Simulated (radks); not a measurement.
Results of a calculation; reference values are marked as such.
Neutral niobium, configuration [Kr] 4d4 5s1.

Level of theory: Dirac Kohn-Sham, Slater X-alpha with alpha = 0.679, spin-unpolarised, spherical densities, finite nucleus; open shells are shared between the two j in proportion to 2j + 1; Fermi nuclear charge, rms radius 4.324 fm (a radial shooting solver on a logarithmic mesh with Libxc functionals).

Energy parts (hartree):
part                   energy
total             -3814.27756
kinetic            3949.84272
electron-nucleus  -9219.85740
Hartree            1568.75323
exchange           -113.01612

Orbitals (lengths in bohr, moments of r in powers of bohr; r(90%) holds 90 % of the orbital's charge):
| orbital | occ. | eigenvalue (hartree) | <r^2> | <r> | r(90%) | small-component weight |
|---|---|---|---|---|---|---|
| 1s1/2 | 2 | -690.0334 | 0.001761 | 0.03613 | 0.0647 | 2.23e-02 |
| 2s1/2 | 2 | -96.50804 | 0.02944 | 0.1579 | 0.244 | 4.55e-03 |
| 2p1/2 | 2 | -88.63825 | 0.02226 | 0.1347 | 0.220 | 4.56e-03 |
| 2p3/2 | 4 | -85.12208 | 0.02363 | 0.1391 | 0.226 | 4.41e-03 |
| 3s1/2 | 2 | -16.05253 | 0.2259 | 0.4438 | 0.657 | 1.20e-03 |
| 3p1/2 | 2 | -13.08556 | 0.2248 | 0.4391 | 0.665 | 1.15e-03 |
| 3p3/2 | 4 | -12.51526 | 0.2356 | 0.4496 | 0.681 | 1.11e-03 |
| 3d3/2 | 4 | -7.25275 | 0.2243 | 0.4311 | 0.692 | 9.93e-04 |
| 3d5/2 | 6 | -7.14643 | 0.2279 | 0.4346 | 0.697 | 9.82e-04 |
| 4s1/2 | 2 | -2.11302 | 1.522 | 1.158 | 1.69 | 2.64e-04 |
| 4p1/2 | 2 | -1.29058 | 1.887 | 1.281 | 1.91 | 2.18e-04 |
| 4p3/2 | 4 | -1.21208 | 1.985 | 1.313 | 1.96 | 2.09e-04 |
| 4d3/2 | 1.6 | -0.08847 | 6.433 | 2.235 | 3.78 | 8.60e-05 |
| 4d5/2 | 2.4 | -0.08285 | 6.682 | 2.274 | 3.86 | 8.37e-05 |
| 5s1/2 | 1 | -0.12600 | 16.38 | 3.766 | 5.70 | 2.67e-05 |

The highest occupied level is 4d5/2 at -2.254 eV. The electron density at the nucleus is 8.215e+04 e/bohr^3.
